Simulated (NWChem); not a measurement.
System: C2BrCl2F; SMILES FC(Br)=C(Cl)Cl

Input file for NWChem:

```
start job
memory heap 200 mb stack 900 mb global 1100 mb
geometry units angstroms noautosym nocenter noautoz
  F     -1.967526     0.044970     0.000000
  C     -0.654730     0.114689     0.000000
  Br     0.017877     1.848721     0.000000
  C      0.098689    -0.998335     0.000000
  Cl    -0.654000    -2.539762     0.000000
  Cl     1.807915    -0.968062     0.000000
end
basis spherical
  * library def2-svp
end
dft
  xc xpbe96 cpbe96
  iterations 150
end
cosmo
  do_cosmo_smd true
  solvent dmf
end
task dft energy
```

Parts of the log:

```
             Northwest Computational Chemistry Package (NWChem) 7.3.0
             --------------------------------------------------------

                             Geometry "geometry" -> ""
                             -------------------------

 Output coordinates in angstroms (scale by  1.889725989 to convert to a.u.)

  No.       Tag          Charge          X              Y              Z
 ---- ---------------- ---------- -------------- -------------- --------------
    1 F                    9.0000    -1.96752600     0.04497000     0.00000000
    2 C                    6.0000    -0.65473000     0.11468900     0.00000000
    3 Br                  35.0000     0.01787700     1.84872100     0.00000000
    4 C                    6.0000     0.09868900    -0.99833500     0.00000000
    5 Cl                  17.0000    -0.65400000    -2.53976200     0.00000000
    6 Cl                  17.0000     1.80791500    -0.96806200     0.00000000

 Effective nuclear repulsion energy (a.u.)     578.8606005425

  pbe96 is a nonlocal functional; adding pw91lda local functional.

                                 NWChem DFT Module
                                 -----------------

 Summary of "ao basis" -> "ao basis" (spherical)
 ------------------------------------------------------------------------------
       Tag                 Description            Shells   Functions and Types
 ---------------- ------------------------------  ------  ---------------------
 F                          def2-svp                 6       14   3s2p1d
 C                          def2-svp                 6       14   3s2p1d
 Br                         def2-svp                12       32   5s4p3d
 Cl                         def2-svp                 8       18   4s3p1d

 in cosmo_initialize ...
 calling solv_data for solv:dmf

 solvent parameters
 solvname_short: dmf
 solvname_long:  N,N-dimethylformamide
 dielec:       37.2190
 dielecinf:     2.0463
 nonaqueous SMD model solvent descriptors
 dielec:       37.2190
 sola:          0.0000
 solb:          0.7400
 solc:          0.0000
 solg:         49.5600
 solh:          0.0000
 soln:          1.4305

          ---------------
          -cosmo- solvent
          ---------------
 Cosmo: York-Karplus, doi: 10.1021/jp992097l
 dielectric constant -eps-     =  37.22
 screen = (eps-1)/(eps    )    =   0.97313
 surface charge correction     = lagrangian

   van der Waals surface
 --------------------------

 ---------- ATOMIC COORDINATES (A.U.) ------------ VDWR(ANG.) --
     1   -3.71808502    0.08498098    0.00000000     1.730
     2   -1.23726030    0.21673078    0.00000000     1.850
     3    0.03378263    3.49357612    0.00000000     3.060
     4    0.18649517   -1.88657959    0.00000000     1.850
     5   -1.23588080   -4.79945426    0.00000000     2.380
     6    3.41646396   -1.82937192    0.00000000     2.380
 number of segments per atom =        128
 number of   points per atom =        128
 atom (   nspa,  nppa )
 ----------------------
    1 (     56,     0 )       0
    2 (      4,     0 )       0
    3 (    100,     0 )       0
    4 (     12,     0 )       0
    5 (     90,     0 )       0
    6 (     80,     0 )       0
 number of -cosmo- surface points =      342
 molecular surface =    196.265 angstrom**2
 molecular volume  =    213.423 angstrom**3
 -lineq- algorithm             =   0
 -bem- low  level              =   3
 -bem- from -octahedral-
 gaussian surface charge width =   4.50000
 degree of switching           =   1.00000
 switching function tolerance  =   0.00010
 atomic radii =
 --------------
    1  9.000  1.730
    2  6.000  1.850
    3 35.000  3.060
    4  6.000  1.850
    5 17.000  2.380
    6 17.000  2.380
 ...... end of -cosmo- initialization ......

 nat:                     6
 ixmem:                  2111
 calling mnsol_interface()
 G(SMD-CDS) energy (kcal/mol)  =    -1.490
 SMD-CDS SASA (angstrom**2)    =   154.224

            General Information
            -------------------
          SCF calculation type: DFT
          Wavefunction type:  closed shell.
          No. of atoms     :     6
          No. of electrons :    90
           Alpha electrons :    45
            Beta electrons :    45
          Charge           :     0
          Spin multiplicity:     1
          Use of symmetry is: off; symmetry adaption is: off
          Maximum number of iterations: 150
          AO basis - number of functions:   110
                     number of shells:    46
          Convergence on energy requested:  1.00D-06
          Convergence on density requested:  1.00D-05
          Convergence on gradient requested:  5.00D-04

              XC Information
              --------------
          PerdewBurkeErnzerhof Exchange Functional  1.000
            Perdew 1991 LDA Correlation Functional  1.000 local
           PerdewBurkeErnz. Correlation Functional  1.000 non-local

             Grid Information
             ----------------
          Grid used for XC integration:  medium
          Radial quadrature: Mura-Knowles
          Angular quadrature: Lebedev.
          Tag              B.-S. Rad. Rad. Pts. Rad. Cut. Ang. Pts.
          ---              ---------- --------- --------- ---------
          F                   0.50       49          10.0       434
          C                   0.70       49           8.0       434
          Br                  1.15      112          11.0       590
          Cl                  1.00       88          11.0       590
          Grid pruning is: on
          Number of quadrature shells:   435
          Spatial weights used:  Erf1

      Superposition of Atomic Density Guess
      -------------------------------------

 Sum of atomic energies:       -3665.27497935

      Non-variational initial energy
      ------------------------------

 Total energy =   -3667.282488
 1-e energy   =   -6247.395189
 2-e energy   =    2001.252100
 HOMO         =      -0.199943
 LUMO         =       0.062434

   convergence    iter        energy       DeltaE   RMS-Dens  Diis-err
 ---------------- ----- ----------------- --------- --------- ---------
     COSMO gas phase
 d= 0,ls=0.0,diis     1  -3668.7198541026 -4.25D+03  2.64D-02  1.56D+00
 d= 0,ls=0.0,diis     2  -3668.1149926809  6.05D-01  2.04D-02  6.81D+00
 d= 0,ls=0.0,diis     3  -3668.8764025325 -7.61D-01  3.08D-03  8.67D-02
 d= 0,ls=0.0,diis     4  -3668.8847917501 -8.39D-03  1.52D-03  1.63D-02
 d= 0,ls=0.0,diis     5  -3668.8850924185 -3.01D-04  8.75D-04  1.20D-02
  Resetting Diis
 d= 0,ls=0.0,diis     6  -3668.8867472594 -1.65D-03  1.31D-04  1.91D-04
 d= 0,ls=0.0,diis     7  -3668.8867647257 -1.75D-05  9.24D-05  1.56D-05
 d= 0,ls=0.0,diis     8  -3668.8867590376  5.69D-06  6.50D-05  6.28D-05
 d= 0,ls=0.0,diis     9  -3668.8867664220 -7.38D-06  6.49D-06  3.89D-07
 d= 0,ls=0.0,diis    10  -3668.8867664690 -4.70D-08  1.21D-06  3.36D-08

   convergence    iter        energy       DeltaE   RMS-Dens  Diis-err
 ---------------- ----- ----------------- --------- --------- ---------
     COSMO solvation phase
 d= 0,ls=0.0,diis     1  -3668.8896797389 -2.91D-03  2.40D-04  5.27D-05
 d= 0,ls=0.0,diis     2  -3668.8896855782 -5.84D-06  7.37D-05  5.24D-05
 d= 0,ls=0.0,diis     3  -3668.8896904321 -4.85D-06  2.01D-05  1.16D-05
 d= 0,ls=0.0,diis     4  -3668.8896912718 -8.40D-07  1.05D-05  9.66D-07
 d= 0,ls=0.0,diis     5  -3668.8896913656 -9.38D-08  4.57D-06  2.77D-07

         Total DFT energy =    -3668.889691365615
      One electron energy =    -6246.851806743728
           Coulomb energy =     2167.257180323882
    Exchange-Corr. energy =     -168.161063975910
 Nuclear repulsion energy =      578.860600542534

             COSMO energy =        0.005398487607

 Numeric. integr. density =       90.000002137228

                                COSMO-SMD solvation results
                                ---------------------------

             internal energy in gas <Psi(g)|H|Psi(g)> =     -3668.886766468991
         internal energy in solvent <Psi(s)|H|Psi(s)> =     -3668.886753865018
                               delta internal energy  =         0.000012603973 (    0.01 kcal/mol)
   total free energy in solvent <Psi(s)|H+V/2|Psi(s)> =     -3668.887316660679
 polarization energy contribution <Psi(s)|V/2|Psi(s)> =        -0.000562795661 (   -0.35 kcal/mol)
    total free energy in solvent including G(SMD-CDS) =     -3668.889691365615
                       G(SMD-CDS) energy contribution =        -0.002374704936 (   -1.49 kcal/mol)
     1 M fixed-concentration free energy of solvation =        -0.002924896624 (   -1.84 kcal/mol)

                       DFT Final Molecular Orbital Analysis
                       ------------------------------------

 Vector   43  Occ=2.000000D+00  E=-2.951593D-01
              MO Center=  4.7D-01,  2.2D-01, -9.3D-10, r^2= 4.7D+00
   Bfn.  Coefficient  Atom+Function         Bfn.  Coefficient  Atom+Function
  ----- ------------  ---------------      ----- ------------  ---------------
   105     -0.398149  6 Cl pz                45      0.383699  3 Br pz
    42      0.369642  3 Br pz               102     -0.305708  6 Cl pz
    39     -0.242652  3 Br pz                87      0.197517  5 Cl pz
    99     -0.175998  6 Cl pz                 6      0.173663  1 F  pz
    84      0.151915  5 Cl pz                20      0.130190  2 C  pz

 Vector   44  Occ=2.000000D+00  E=-2.690903D-01
              MO Center=  3.2D-01,  3.5D-01,  9.5D-10, r^2= 5.3D+00
   Bfn.  Coefficient  Atom+Function         Bfn.  Coefficient  Atom+Function
  ----- ------------  ---------------      ----- ------------  ---------------
    43      0.423944  3 Br px                40      0.401962  3 Br px
   104     -0.348855  6 Cl py               101     -0.274217  6 Cl py
    37     -0.262155  3 Br px                85     -0.259541  5 Cl px
    82     -0.199339  5 Cl px                98     -0.156271  6 Cl py
    41     -0.143621  3 Br py                44     -0.135843  3 Br py

 Vector   45  Occ=2.000000D+00  E=-2.146914D-01
              MO Center= -8.2D-02, -4.0D-01,  2.4D-10, r^2= 3.9D+00
   Bfn.  Coefficient  Atom+Function         Bfn.  Coefficient  Atom+Function
  ----- ------------  ---------------      ----- ------------  ---------------
    20      0.346698  2 C  pz                66      0.345303  4 C  pz
    87     -0.313761  5 Cl pz                45     -0.299395  3 Br pz
   105     -0.299245  6 Cl pz                42     -0.242917  3 Br pz
    69      0.226694  4 C  pz                 6      0.205997  1 F  pz
    84     -0.205549  5 Cl pz               102     -0.195358  6 Cl pz

 Vector   46  Occ=0.000000D+00  E=-4.995278D-02
              MO Center= -1.7D-01,  5.4D-01,  1.3D-08, r^2= 4.1D+00
   Bfn.  Coefficient  Atom+Function         Bfn.  Coefficient  Atom+Function
  ----- ------------  ---------------      ----- ------------  ---------------
    17      0.808000  2 C  s                 44      0.778215  3 Br py
    33     -0.464209  3 Br s                 86      0.407359  5 Cl py
    19      0.367536  2 C  py                63     -0.368197  4 C  s
    22      0.327490  2 C  py                21      0.320090  2 C  px
    41      0.309739  3 Br py                67      0.300053  4 C  px

 Vector   47  Occ=0.000000D+00  E=-4.902995D-02
              MO Center= -2.3D-01, -3.7D-01, -1.4D-08, r^2= 2.8D+00
   Bfn.  Coefficient  Atom+Function         Bfn.  Coefficient  Atom+Function
  ----- ------------  ---------------      ----- ------------  ---------------
    69     -0.559627  4 C  pz                23      0.555370  2 C  pz
    20      0.504255  2 C  pz                66     -0.467098  4 C  pz
   105      0.240001  6 Cl pz                87      0.233010  5 Cl pz
    45     -0.223816  3 Br pz                 6      0.199374  1 F  pz
     9     -0.188520  1 F  pz                42     -0.129174  3 Br pz

 Vector   48  Occ=0.000000D+00  E=-1.358824D-02
              MO Center=  6.5D-01, -1.4D+00,  1.9D-09, r^2= 2.7D+00
   Bfn.  Coefficient  Atom+Function         Bfn.  Coefficient  Atom+Function
  ----- ------------  ---------------      ----- ------------  ---------------
    63      0.915790  4 C  s                103      0.750548  6 Cl px
    62      0.559367  4 C  s                 96     -0.536086  6 Cl s
    86     -0.446155  5 Cl py                78     -0.423352  5 Cl s
    68     -0.403308  4 C  py                85     -0.400019  5 Cl px
    67      0.352065  4 C  px               100      0.280539  6 Cl px

     Multipole analysis of the density
     ---------------------------------

     L   x y z        total         alpha         beta         nuclear
     -   - - -        -----         -----         ----         -------
     0   0 0 0     -0.000000    -45.000000    -45.000000     90.000000

     1   1 0 0      0.153940      0.834495      0.834495     -1.515050
     1   0 1 0      0.150152     -0.090352     -0.090352      0.330855
     1   0 0 1     -0.000000     -0.000000     -0.000000      0.000000

     2   2 0 0    -43.150273   -200.697424   -200.697424    358.244576
     2   1 1 0      0.692141      4.269156      4.269156     -7.846172
     2   1 0 1      0.000000      0.000000      0.000000      0.000000
     2   0 2 0    -41.501092   -469.431889   -469.431889    897.362685
     2   0 1 1     -0.000000     -0.000000     -0.000000      0.000000
     2   0 0 2    -43.461069    -21.730534    -21.730534      0.000000
```

Level: PBE/def2-SVP, SMD on the gas-phase geometry. Structure relaxed at the PBE0/def2-SVP level. Solvent: N,N-dimethylformamide.
